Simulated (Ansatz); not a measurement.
A run for Ansatz (a first-principles code): R-B3LYP/def2-TZVPPD on CHFO (a complex), monomers drawn apart or pushed together. Files ending in .json are basis or fitting sets from the Basis Set Exchange.

Ansatz 0.2 input:
```yaml
crystal:
  periodic: [false, false, false]
  atoms:
    - {symbol: F, position_ang: [-0.11084606, -0.27438190, -0.45428820]}
    - {symbol: H, position_ang: [-0.07941079, -0.21394166, 0.47618334]}
    - {symbol: C, position_ang: [-0.00201110, -0.06258373, 2.78891134]}
    - {symbol: O, position_ang: [0.03522827, 0.01083685, 3.90714558]}
basis:
  gaussian:
    orbitals: def2-TZVPPD.json
hamiltonian:
  xc: {name: B3LYP}
scf: {lower_state_search: off}
```

The head of its log:

```
WARN ansatz: RAYON_NUM_THREADS=1 ignored (pool sized by the plan → 1); use --threads N
Functional definition: B3LYP
these checks for a lower state are left out or cut short: stability, starts, cluster_reference, orbital_swaps, neighbouring_geometries, increment
integrals: 0.03 GiB planned
614 factors; their error is unknown
mean field: 0.34 GiB planned
mean field evaluation 1: about -5815.9292 eV, gradient 5.0e1 eV
mean field evaluation 2: about -5805.9733 eV, gradient 9.4e1 eV
```

Q: Give the final energy of this run.

A: -213.8631 hartree.
